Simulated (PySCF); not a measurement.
## Core-level binding energies of `O=Cc1pcpcc1F`

Compound: C5H3FOP2.
Geometry (PBE0-D3(BJ)/def2-SVP, Å), atoms numbered from 1 in this order:
```
atom  x, y, z in Å
O1    -2.4606   -1.9019   -0.4722
C2    -2.0899   -0.7947   -0.1690
C3    -0.6561   -0.4101   -0.0879
P4     0.4762   -1.7192   -0.3804
C5     2.0107   -0.9540   -0.2175
P6     2.4691    0.6781    0.1380
C7     0.9452    1.4717    0.3186
C8    -0.3226    0.9161    0.2041
F9    -1.3399    1.7629    0.3950
H10   -2.8190    0.0109    0.0753
H11    2.8605   -1.6331   -0.3692
H12    0.9671    2.5414    0.5511
```

The calculation used delta-SCF UKS SCAN, pcX-2 on the ionised atom, pcseg-1 elsewhere, spin-free X2C (PySCF). Each binding energy is the total energy of the core-ionised species, with the hole localised on one atom, minus that of the ground state; both are solved self-consistently, so orbital relaxation is included.

**Question.** What binding energy does each computed site have?

**Answer.** 
| atom(s) | environment | level | binding energy (eV) | 2p1/2 (eV) | above the level's lowest (eV) | count |
| --- | --- | --- | --- | --- | --- | --- |
| P4 | phosphorus bonded to 2 C | P 2p3/2 | 136.75 | 137.64 | 0.00 | 1 |
| C5 | aromatic CH carbon | C 1s | 290.53 | – | 0.00 | 1 |
| C7 | aromatic CH carbon | C 1s | 290.82 | – | +0.29 | 1 |
| C3 | substituted aromatic carbon | C 1s | 290.90 | – | +0.37 | 1 |
| C2 | aldehyde carbon | C 1s | 293.29 | – | +2.76 | 1 |
| C8 | aromatic C–F carbon | C 1s | 293.62 | – | +3.09 | 1 |
| O1 | aldehyde oxygen | O 1s | 537.48 | – | 0.00 | 1 |
| F9 | aryl fluorine | F 1s | 693.44 | – | 0.00 | 1 |
| P4 | phosphorus bonded to 2 C | P 1s | 2150.30 | – | 0.00 | 1 |
| P6 | phosphorus bonded to 2 C | P 1s | 2150.33 | – | +0.03 | 1 |

The listed C 1s values span 3.09 eV, from C5 (bonded to H and 2 P (aromatic in the SMILES)) to C8 (bonded to F and 2 C (aromatic in the SMILES)).

The 2 P 1s values lie within 0.03 eV of each other; Gaussian lines of 0.5 eV full width would blend them into one maximum.

**Question.** Which effective nuclear charge Zeff reproduces each element's mean 1s value in the hydrogen-like formula E = 13.606 eV × Zeff²?

**Answer.** C (Z = 6): mean 291.8 eV, Zeff = 4.63, Z − Zeff = 1.37; O (Z = 8): mean 537.5 eV, Zeff = 6.29, Z − Zeff = 1.71; F (Z = 9): mean 693.4 eV, Zeff = 7.14, Z − Zeff = 1.86; P (Z = 15): mean 2150.3 eV, Zeff = 12.57, Z − Zeff = 2.43. Means run over the listed sites, weighted by atom count.

**Question.** Which photon wavelength matches the P 1s of P6 threshold?

**Answer.** λ = hc/E = 12398.42 eV Å / 2150.33 eV = 5.766 Å.

The list is incomplete; no value stands for P 2p of P6. Spin contamination (⟨S²⟩ against 0.75 for a pure doublet) is marked for C 1s of C8 (0.87), which makes this value less certain. The 2p values add to the ΔSCF energy of one spin-free hole a correction within the shell (spin–orbit coupling, ligand field). 2p1/2 minus 2p3/2 (ligand field included): P 0.90 eV. Isolated species at its PBE0-D3(BJ)/def2-SVP geometry (one conformer only).
